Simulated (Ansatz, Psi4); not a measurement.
Interaction energy of H3N ··· HCl (SMILES N and Cl). Monomers: optimised at B3LYP-D3(BJ) (def2-TZVP), held rigid. Orientation: a higher rigid-body minimum at GFN2-xTB. Only R, the distance of the centres of mass, is varied, so the lowest point isn't the relaxed dimer.

Geometry at R = 3.26 Å (first 4 atoms: monomer A):
```
6

N      0.0010    -0.0013     0.2791
H     -0.4513     0.8284    -0.0877
H     -0.4919    -0.8041    -0.0950
H      0.9422    -0.0230    -0.0964
Cl    -0.3221    -2.1844     2.6532
H     -0.2211    -1.1875     1.8534
```

- PBE/def2-TZVP, counterpoise-corrected (Psi4)
- PBE-D3(BJ)/def2-TZVP, counterpoise-corrected (Psi4)
- wB97X-V/def2-TZVP, counterpoise-corrected (Psi4)
- CCSD(T)/aug-cc-pVTZ = CCSD(T) on RHF/aug-cc-pVTZ, frozen core, counterpoise-corrected run with Ansatz (an electronic-structure program)

Interaction energies in kcal/mol; the last columns give the difference from CCSD(T):

```tsv
R / Å	PBE/def2-TZVP	PBE-D3(BJ)/def2-TZVP	wB97X-V/def2-TZVP	CCSD(T)/aug-cc-pVTZ	PBE/def2-TZVP − CCSD(T)/aug-cc-pVTZ	PBE-D3(BJ)/def2-TZVP − CCSD(T)/aug-cc-pVTZ	wB97X-V/def2-TZVP − CCSD(T)/aug-cc-pVTZ
2.74	-0.42	-1.37	1.63	2.64	-3.06	-4.01	-1.01
2.78	-1.83	-2.77	0.07	1.04	-2.88	-3.81	-0.97
3.11	-6.65	-7.45	-5.73	-5.02	-1.63	-2.44	-0.71
3.26	-6.76	-7.49	-6.14	-5.48	-1.28	-2.01	-0.65
3.38	-6.48	-7.16	-6.04	-5.41	-1.06	-1.74	-0.62
3.60	-5.59	-6.17	-5.38	-4.81	-0.79	-1.36	-0.57
3.97	-3.97	-4.39	-3.94	-3.48	-0.49	-0.91	-0.46
4.21	-3.10	-3.43	-3.11	-2.73	-0.37	-0.70	-0.38
4.75	-1.77	-1.95	-1.80	-1.58	-0.19	-0.37	-0.22
5.40	-0.95	-1.04	-0.99	-0.87	-0.08	-0.17	-0.12
6.50	-0.41	-0.44	-0.45	-0.39	-0.03	-0.05	-0.06
7.69	-0.21	-0.22	-0.23	-0.19	-0.02	-0.03	-0.04
```

PBE/def2-TZVP is furthest from CCSD(T)/aug-cc-pVTZ at 2.74 (-3.06 kcal/mol, below); its mean absolute difference over the points is 0.99 kcal/mol.

PBE-D3(BJ)/def2-TZVP is furthest from CCSD(T)/aug-cc-pVTZ at 2.74 (-4.01 kcal/mol, below); its mean absolute difference over the points is 1.47 kcal/mol.

wB97X-V/def2-TZVP is furthest from CCSD(T)/aug-cc-pVTZ at 2.74 (-1.01 kcal/mol, below); its mean absolute difference over the points is 0.48 kcal/mol.
